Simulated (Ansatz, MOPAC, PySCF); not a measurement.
Species: Cs₂, charge 1, multiplicity 2. SMILES: [Cs][Cs+]
Geometry: optimised at B3LYP-D3(BJ)/def2-TZVP (Ansatz, a first-principles code).

Property: vertical electron affinity to the singlet, in eV. Set-up: STO-3G and 3-21G all-electron and non-relativistic; valence correlation only (noble-gas shells and the d and f shells of earlier blocks; the outer core of K, Ca and congeners matters and is frozen too); LANL2DZ with its own core potentials from Na on; each state is the SCF solution reached for its charge and spin; def2 sets with scalar-relativistic core potentials past Kr; UHF or UKS for open shells; spin-orbit terms left out. First-principles rows: single points at B3LYP-D3(BJ) geometries (Ansatz). Semi-empirical rows: differences of heats of formation at the shared geometry for vertical values.

```json
[
 {"level": "AM1", "program": "MOPAC", "vertical electron affinity to the singlet (eV)": "2.11"},
 {"level": "PM3", "program": "MOPAC", "vertical electron affinity to the singlet (eV)": "2.62"},
 {"level": "PM6", "program": "MOPAC", "vertical electron affinity to the singlet (eV)": "1.65"},
 {"level": "MNDO", "program": "MOPAC", "vertical electron affinity to the singlet (eV)": "1.18"},
 {"level": "HF/LANL2DZ", "program": "Ansatz", "vertical electron affinity to the singlet (eV)": "2.59"},
 {"level": "PBE/LANL2DZ", "program": "Ansatz", "vertical electron affinity to the singlet (eV)": "3.63"},
 {"level": "B3LYP/3-21G", "program": "Ansatz", "vertical electron affinity to the singlet (eV)": "3.61"},
 {"level": "B3LYP/LANL2DZ", "program": "Ansatz", "vertical electron affinity to the singlet (eV)": "3.62"},
 {"level": "M06-2X/LANL2DZ", "program": "PySCF", "vertical electron affinity to the singlet (eV)": "3.72"},
 {"level": "MP2/LANL2DZ", "program": "Ansatz", "vertical electron affinity to the singlet (eV)": "2.87"},
 {"level": "PBE0/def2-TZVPD", "program": "Ansatz", "vertical electron affinity to the singlet (eV)": "3.38"},
 {"level": "M06-2X/def2-TZVPD", "program": "PySCF", "vertical electron affinity to the singlet (eV)": "3.65"},
 {"level": "wB97X-V/def2-TZVPD", "program": "Ansatz", "vertical electron affinity to the singlet (eV)": "3.15"}
]
```

No value to compare with is used here. The 10 habitual levels span 1.18 (MNDO) to 3.72 eV (M06-2X/LANL2DZ); PBE0/def2-TZVPD gives 3.38.

The levels are drawn from those run, B3LYP/6-31G* more often than the rest, none by its result; left out are runs that failed, that the program found above a lower state of the same kind, or whose <S^2> lies over 0.5 above the pure value.
